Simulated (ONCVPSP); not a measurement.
Before and after: ONCV potential for Sb

```
Element                 : Sb
Generator               : ONCVPSP 4.0.1
Type                    : optimised norm-conserving Vanderbilt (ONCV)
Functional              : PBE
Relativity              : scalar-relativistic
Frozen core             : [Kr] 4d10
Valence charge          : 5
Reference configuration : 5s2 5p3
Partial waves           : 5s: rc 2.00 bohr, ncon 4, nbas 8, qcut 3.3 1/bohr, 2 projectors, debl 2.1 Ha; 5p: rc 2.00 bohr, ncon 4, nbas 9, qcut 4.2 1/bohr, local
Local potential         : the p channel
Core correction         : polynomial model core, fcfact 0.6
```

All-electron outer shells of the reference configuration (PBE, scalar-relativistic, ld1.x):

```json
{"shell": "4p", "level (eV)": "-101.79", "outermost node (bohr)": "0.39", "outermost maximum (bohr)": "0.76"}
{"shell": "4d", "level (eV)": "-33.51", "outermost node (bohr)": "0.38", "outermost maximum (bohr)": "0.84"}
{"shell": "5s", "level (eV)": "-12.83", "outermost node (bohr)": "0.95", "outermost maximum (bohr)": "1.90"}
{"shell": "5p", "level (eV)": "-4.83", "outermost node (bohr)": "1.04", "outermost maximum (bohr)": "2.35"}
```

Change: s: rc 2.08.

Cutoffs: the cutoffs (Ha) at which the residual kinetic energy of the hardest occupied pseudo-wave falls to 1 and 0.1 mHa per electron; they do not see the model core or the augmentation charge, which bear on the density cutoff. Errors are all-electron minus pseudo energies relative to the spin-unpolarised reference configuration.

Q: Predict the effect on cutoff, ghosts and configuration errors.

A: The potential gets softer (11 Ha and 39 Ha → 10 Ha and 36 Ha); the errors of the 4 common tests hardly move; neither file shows a bound ghost. A larger radius leaves more room for a smooth pseudo-wave, so fewer plane waves are needed.

| quantity | base | changed |
| --- | --- | --- |
| cutoff, loose | 11 Ha | 10 Ha |
| cutoff, tight | 39 Ha | 36 Ha |
| loose cutoff by channel | s 11 Ha, p 6.3 Ha | s 10 Ha, p 6.3 Ha |
| bound ghosts | none | none |
| GHOST(+) flags under 300 eV | none | none |
| error for 5s2 5p2, meV [ΔE 8.32 eV] | -5.7 | -5.7 |
| error for 5s2 5p1, meV [ΔE 24.29 eV] | -38 | -38 |
| error for 5s2 5p0, meV [ΔE 48.70 eV] | -145 | -144 |
| error for 5s2 5p2.5, meV [ΔE 3.26 eV] | -1.3 | -1.3 |
| p: phases at 2.03 bohr within 0.05 rad from the reference energy up to (Ha; the scan ends near 5) | 2.4 | 2.4 |
| rms error of d²Exc/dni dnj with the model core, mHa | 0.15 | 0.12 |
